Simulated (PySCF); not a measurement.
## Orbital energies and ionisation energy

Compound: C5H8F4O.
Cartesian coordinates in Å at the PBE0-D3(BJ)/def2-SVP level; atoms count from 1:
```
atom  x, y, z in Å
C1    -1.448    1.546   -0.539
C2    -0.926    0.138   -0.356
C3    -1.844   -0.738    0.476
O4     0.358    0.252    0.267
C5     1.271   -0.691   -0.040
F6     1.068   -1.860    0.647
C7     2.653   -0.167    0.350
F8     2.722    0.126    1.640
F9     3.578   -1.085    0.075
F10    2.933    0.928   -0.352
H11   -1.575    2.034    0.439
H12   -2.422    1.533   -1.049
H13   -0.746    2.146   -1.135
H14   -0.776   -0.328   -1.350
H15   -1.425   -1.746    0.597
H16   -2.831   -0.823   -0.004
H17   -1.979   -0.299    1.476
H18    1.280   -0.945   -1.119
```

Level: PBE0/def2-SVPD (PySCF). Frontier orbitals with their largest atomic shares (Löwdin; up to four atoms above 4 %):

```json
{"orbital": "HOMO−3", "ε (eV)": "-10.50", "main atoms": "C1 24 %, C3 20 %, H13 14 %, O4 9 %"}
{"orbital": "HOMO−2", "ε (eV)": "-10.00", "main atoms": "F6 17 %, C5 13 %, C2 9 %, C7 9 %"}
{"orbital": "HOMO−1", "ε (eV)": "-9.73", "main atoms": "O4 29 %, C2 18 %, C1 10 %, H14 10 %"}
{"orbital": "HOMO", "ε (eV)": "-8.97", "main atoms": "?"}
{"orbital": "LUMO", "ε (eV)": "0.48", "main atoms": "H14 12 %, C1 12 %, C2 11 %, H18 9 %"}
{"orbital": "LUMO+1", "ε (eV)": "1.05", "main atoms": "H18 14 %, C1 10 %, C3 9 %, H11 8 %"}
{"orbital": "LUMO+2", "ε (eV)": "1.24", "main atoms": "F6 14 %, C3 9 %, O4 9 %, H15 7 %"}
```

Problem. What vertical ionisation energy does ΔSCF give, and how far is −ε(HOMO) from it?

Solution. ΔSCF: 11.00 eV (1061 kJ/mol; threshold wavelength 113 nm); ⟨S²⟩ of the doublet left behind is 0.754, against 0.75 for a pure doublet. −ε(HOMO) is 8.97 eV, 2.03 eV below it. For the exact functional −ε(HOMO) would equal the first vertical ionisation energy; PBE0 (global hybrid, 25 % exact exchange) falls short of its own ΔSCF value by 18 %. Holes in the HOMO−1 and HOMO−2 were tried too where these lie within 1.2 eV of the HOMO; the lowest converged state counts.

Problem. On which atoms does the HOMO lie?

Solution. O4 (ether oxygen) 50 %, C3 (methyl carbon) 12 %, C2 (sp3 carbon bound to oxygen) 12 %, F6 (alkyl fluorine) 5 %. The HOMO−1 lies 0.76 eV lower.

Problem. With α = 70.4 au, estimate the like-pair dispersion coefficient by London's formula C6 = (3/4)α²I.

Solution. I = 0.4041 Eh, so C6 ≈ 1500 au, a rough estimate.

Problem. What kinetic energy would electrons from this vertical process carry with Lyman-α light (10.199 eV)?

Solution. The photon is 0.80 eV short of the vertical value.

Problem. How many of the 10 lowest singlet excitations (vertical TDDFT, same level) lie below the ionisation energy?

Solution. All 10; they run from 8.26 to 9.79 eV.

Isolated species at its PBE0-D3(BJ)/def2-SVP geometry (one conformer only).
